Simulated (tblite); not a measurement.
Run record: tight-binding relaxation, `[GeH3][C@H](C=C)[C@H](C)CN`.

Computed with GFN2-xTB geometry optimisation, gas phase (tblite 0.8.0). Start geometry: from a force field or distance geometry. The input is one job of a driver script: a line of settings, then coordinates in Å.

Command:
```bash
OMP_NUM_THREADS=1 python probes_run.py task.json out
```

Input:
```
{"job": {"kind": "relax", "xc": "GFN2-xTB", "basis": "xTB"}, "charge": 0, "multiplicity": 1}
C     -2.035100     1.533400     1.357500
C     -1.901300     0.661200     0.353100
C     -0.704100    -0.284200     0.307000
Ge    -1.119600    -1.752700    -0.933700
C      0.600600     0.476600    -0.041400
C      0.561800     1.110700    -1.453600
C      1.859400    -0.402600     0.096600
N      1.983000    -0.921800     1.464200
H     -1.306300     1.602100     2.158100
H     -2.911600     2.191600     1.383800
H     -2.664200     0.610400    -0.409200
H     -0.611000    -0.746400     1.310400
H     -2.435800    -2.441400    -0.451400
H     -1.328700    -1.226900    -2.366700
H      0.006700    -2.812600    -0.902700
H      0.711100     1.316800     0.688100
H      0.574300     0.336700    -2.239100
H     -0.335700     1.741800    -1.575400
H      1.457800     1.761400    -1.589400
H      1.827600    -1.250600    -0.611300
H      2.762600     0.200300    -0.135900
H      2.189300    -0.124200     2.100900
H      2.814300    -1.552400     1.500200
```

Output:
```
step      E/eV     max force
  0    -687.78997    1.480
  1    -687.88627    0.782
  2    -687.93878    0.696
  3    -687.97046    0.343
  4    -687.99223    0.320
  5    -688.00394    0.200
  6    -688.01476    0.238
  7    -688.02289    0.256
  8    -688.02972    0.187
  9    -688.03383    0.135
... (137 lines left out)
147    -688.15010    0.024
148    -688.15020    0.032
149    -688.15030    0.031
150    -688.15038    0.019
151    -688.15045    0.012
152    -688.15049    0.017
153    -688.15053    0.014
154    -688.15056    0.011
155    -688.15059    0.010
156    -688.15060    0.009
```

«max force» is the largest atomic force in eV/Å.

Task: From which step on does the largest force stay under 0.1 eV/Å, and how much energy is left to gain from there?

Result: From step 71 (0.068 eV/Å), 31.9 meV above the end.

In short: energy lowered by 8.3 kcal/mol over 156 steps; largest atomic force 0.009 eV/Å at the end.

Task: Give the final coordinates.

Result: 0.533 Å rms from the input after alignment:
```
atom  x, y, z in Å
C1    -2.4711    1.3093    1.2547
C2    -1.7488    0.8415    0.2521
C3    -0.5485   -0.0253    0.4181
Ge4   -0.9285   -1.7828   -0.4388
C5     0.7451    0.6458   -0.0649
C6     0.6035    1.2912   -1.4392
C7     1.8872   -0.3736   -0.1036
N8     1.8545   -1.2324    1.0680
H9    -2.2134    1.1029    2.2814
H10   -3.3459    1.9181    1.0964
H11   -2.0370    1.0671   -0.7671
H12   -0.4265   -0.2425    1.4826
H13   -2.2414   -2.2777    0.0912
H14   -1.1342   -1.6647   -1.9242
H15    0.0738   -2.8632   -0.2152
H16    1.0019    1.4315    0.6592
H17    0.1954    0.5751   -2.1516
H18   -0.0506    2.1582   -1.3958
H19    1.5766    1.6188   -1.8014
H20    1.7490   -1.0155   -0.9814
H21    2.8444    0.1612   -0.2255
H22    2.0229   -0.6843    1.9063
H23    2.5871   -1.9316    1.0089
```

Task: How long does this job take on one thread, Arm Neoverse N1 (aarch64), no GPU, shared host with 64 logical CPUs at a one-minute load of 52?

Result: About 2.1 s.
Labels such as C1 count atoms from 1, the log's own numbers from 0.
